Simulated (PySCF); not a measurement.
## CuO⁻: frontier orbitals

M06 at R = 1.694 Å; PySCF, no relativity, basis sets Cu def2-TZVPPD, O def2-TZVPPD. State: ¹Σ⁺ (singlet), closed shell. Only the outer orbitals are listed, counted within each symmetry.

| orbital | occ. | ε (eV) | on Cu (%) | main shells (%) |
| --- | --- | --- | --- | --- |
| 8σ | 2 | -3.54 | 62 | 62 Cu d, 32 O p |
| 3π | 2 | -3.35 | 86 | 86 Cu d, 14 O p |
| 3π | 2 | -3.35 | 86 | 86 Cu d, 14 O p |
| 1δ | 2 | -2.61 | 100 | 100 Cu d |
| 1δ | 2 | -2.60 | 100 | 100 Cu d |
| 9σ | 2 | -0.70 | 72 | 50 Cu s, 30 O p, 20 Cu d |
| 4π | 2 | -0.10 | 20 | 80 O p, 13 Cu d |
| 4π | 2 | -0.10 | 20 | 80 O p, 13 Cu d |
| 10σ | 0 | 2.65 | 99 | 74 Cu s, 15 O p, 13 Cu d |

Which are the highest filled and the lowest empty level, where do they sit, and how wide is the gap?

Highest filled 4π at -0.10 eV (in %: 80 O p, 13 Cu d); lowest empty 10σ at 2.65 eV (in %: 74 Cu s, 15 O p, 13 Cu d); the gap at M06 is 2.75 eV. An empty level above zero is unbound, and its energy depends on the basis.

```
bond order (Mayer)                                                                                                : 1.72
⟨S²⟩                                                                                                              : 0.000
charge on Cu (Mulliken, basis-dependent)                                                                          : -0.18
charge on Cu (Löwdin, basis-dependent)                                                                            : -0.06
dipole moment (positive dipole points towards O; it is taken about the centre of mass and depends on that origin) : -4.92 D
```
